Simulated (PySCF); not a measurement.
A PySCF script (with the pyscf-properties extension) for the NMR shieldings of `CB(C)[SiH2]N([SiH3])[SiH3]`, C2H14BNSi3, on a GFN2-xTB geometry:

```python
import basis_set_exchange as bse
import numpy as np
from pyscf import gto, dft
from pyscf.prop import nmr

atoms = """
C     1.665133    1.220809    0.898436
B     1.596028   -0.069352   -0.001767
C     2.811412   -0.416519   -0.941730
Si    0.017157   -1.235394    0.070554
N    -1.443543   -0.238960    0.074845
Si   -1.669847    0.910661   -1.204552
Si   -2.722950   -0.605980    1.192948
H     0.708947    1.740595    0.949326
H     2.431765    1.939298    0.610601
H     1.888736    0.917199    1.923562
H     3.742845    0.085580   -0.684591
H     2.553261   -0.093846   -1.952824
H     3.009252   -1.484556   -1.016519
H    -0.094257   -2.076784    1.280466
H    -0.161418   -2.202763   -1.037884
H    -0.340155    1.275765   -1.706597
H    -2.340105    2.091955   -0.659691
H    -2.462231    0.344335   -2.301633
H    -2.171333   -0.522657    2.548120
H    -3.779099    0.388681    1.012175
H    -3.248518   -1.951126    0.946283
"""
names = dict.fromkeys(["C", "B", "Si", "N", "H"], "pcSseg-1")
basis = {el: gto.basis.parse(bse.get_basis(n, elements=[el], fmt="nwchem")) for el, n in names.items()}
mol = gto.M(atom=atoms, basis=basis, charge=0, verbose=0)
mf = dft.RKS(mol, xc="PBE0")
mf.grids.level = 2
mf.grids.alignment = dft.numint.BLKSIZE   # the property module wants whole blocks of grid points
mf.conv_tol = 1e-9
mf.kernel()

calc = nmr.RKS(mf)   # GIAO
C = mf.mo_coeff
Co = C[:, mf.mo_occ > 0]
resp = mf.gen_response(singlet=True, hermi=2)
def vind(x):   # induced exchange potential for any number of trial vectors
    d = np.einsum("pi,xij,qj->xpq", C, 2 * x.reshape(-1, C.shape[1], Co.shape[1]), Co, optimize=True)
    return np.einsum("xpq,pi,qj->xij", resp(d - d.transpose(0, 2, 1)), C, Co, optimize=True).ravel()
mo1, _ = nmr.rhf.solve_mo1(calc, with_cphf=vind)
sigma = calc.kernel(mo1)
for i, s in enumerate(sigma):   # ppm
    print("%2d %-2s %9.2f" % (i, mol.atom_pure_symbol(i), np.trace(s) / 3))
```

Q: Give the expected output.

A: 
```
 0 C     164.54
 1 B      -9.97
 2 C     161.37
 3 Si    396.81
 4 N     288.46
 5 Si    394.68
 6 Si    394.21
 7 H      29.56
 8 H      30.01
 9 H      30.71
10 H      30.02
11 H      30.61
12 H      29.93
13 H      26.80
14 H      26.76
15 H      27.70
16 H      26.91
17 H      26.96
18 H      26.82
19 H      26.92
20 H      26.88
```

These numbers come from an equivalent density-fitted implementation of the same equations, which agrees with the script to about 0.01 ppm for H and up to a few tenths of a ppm for heavy atoms, so last digits may differ.

Size and cost of the density-fitted run: 210 basis functions, 72 s wall time on 1 thread of an Arm Neoverse N1, shared host; peak memory 0.87 GiB.
